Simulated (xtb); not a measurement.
oxetane-3-carbaldehyde (C4H6O2), SMILES O=CC1COC1. All values are semi-empirical tight-binding results from xtb (GFN2-xTB unless named), good for trends rather than for accurate numbers. Geometry: GFN2-xTB. One conformer was computed; it need not be the lowest.

Optimised geometry:

```xyz
12

O      2.4815     0.0662     0.0000
C      1.3624    -0.3590     0.0000
C      0.1243     0.4809     0.0000
C     -0.9459     0.0663     1.0274
O     -1.8682    -0.2908     0.0000
C     -0.9459     0.0663    -1.0274
H      1.1554    -1.4475     0.0000
H      0.3822     1.5395     0.0000
H     -0.6830    -0.7902     1.6553
H     -1.3238     0.8791     1.6522
H     -0.6830    -0.7902    -1.6553
H     -1.3238     0.8791    -1.6522
```

| Item | Result |
|---|---|
| point group as xtb finds it | Cs |
| orbital gap | 3.51 eV |
| dipole moment | 1.11 D |
| zero-point energy | 58.5 kcal/mol |
| G − E(el) at 298.15 K (modified RRHO) | 39.6 kcal/mol |
| static polarisability (D4 model) | 53.2 bohr³ |
| solvation energy, GFN2-xTB/ALPB(water) | -2.2 kcal/mol |
| solvation energy, GFN2-xTB/ALPB(ether) | -5.4 kcal/mol |

Task: Give the IR lines (harmonic; lines under 4 % of the strongest left out, lines within 3 cm⁻¹ merged). (Estimate from the structure and the level; the computed values follow.)

Result: ν (cm⁻¹): 88 (w), 878 (w), 1022 (m), 1038 (w), 1080 (m), 1120 (w), 1151 (w), 1378 (w), 1792 (vs), 2765 (m), 2929 (m), 2955 (m), 3004 (w) (against the strongest line: vs over 80 %, s over 45 %, m over 15 %, w over 4 %, vw less)

Computed atomic charges and the Wiberg bond orders between heavy atoms:
charges (e) O1 -0.31, C2 0.21, C3 -0.05, C4 0.09, O5 -0.31, C6 0.09, H7 0.03, H8 0.07, H9 0.05, H10 0.05, H11 0.05, H12 0.05. Bond orders O1–C2 1.93, C2–C3 1.01, C3–C4 0.97, C4–O5 0.98, C3–C6 0.97, O5–C6 0.98.
